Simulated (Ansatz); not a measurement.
Ligand exchange: C3H7F + Cd(CH3)(NH2) → C3H9N + Cd(CH3)F

Species: C3H7F (2-fluoropropane) `CC(C)F`, singlet; Cd(CH3)(NH2), singlet; C3H9N (isopropylamine) `CC(C)N`, singlet; Cd(CH3)F, singlet. The partners trade F for NH2: C–F and Cd–NH2 bonds give way to C–NH2 and Cd–F.

Shapes, held fixed at every level: PBE0-D4/def2-TZVP. Flexible molecules stand in one conformer, not always the lowest. Programs: Ansatz 0.2.0. Electronic energies: no zero-point or thermal term.

| level | kind | ΔE (kJ/mol) | less CCSD(T)/def2-TZVPP | CPU time (sum over the molecules) |
| --- | --- | --- | --- | --- |
| PBE-D4/def2-TZVPP | GGA | -59.5 | -3.5 | 22 s |
| BHLYP-D4/def2-TZVPP | global hybrid | -61.6 | -5.6 | 22 s |
| PBE0-D4/def2-TZVPP | global hybrid | -60.4 | -4.4 | 22 s |
| B2PLYP/def2-TZVPP | double hybrid | -57.8 | -1.8 | 42 s |
| MP2/def2-SVP | perturbation theory | -65.7 | -9.7 | – |
| MP2/def2-TZVPP | perturbation theory | -56.3 | -0.3 | – |
| CCSD(T)/def2-SVP | coupled cluster or CI | -64.5 | -8.5 | 39 s |
| CCSD(T)/def2-TZVPP | coupled cluster or CI | -56.0 | 0.0 | 14 min |

The highest level, CCSD(T)/def2-TZVPP, gives ΔE = -56.0 kJ/mol; the levels span -65.7 to -56.0. The column of differences is taken from that level and isn't an error. No measured value is set beside it here. For atoms past krypton def2 sets carry core potentials with scalar relativity. Correlated rows may include outer-core shells of Cd, which these sets cover unevenly. Times are processor times on shared x86 and Arm servers, and rough.
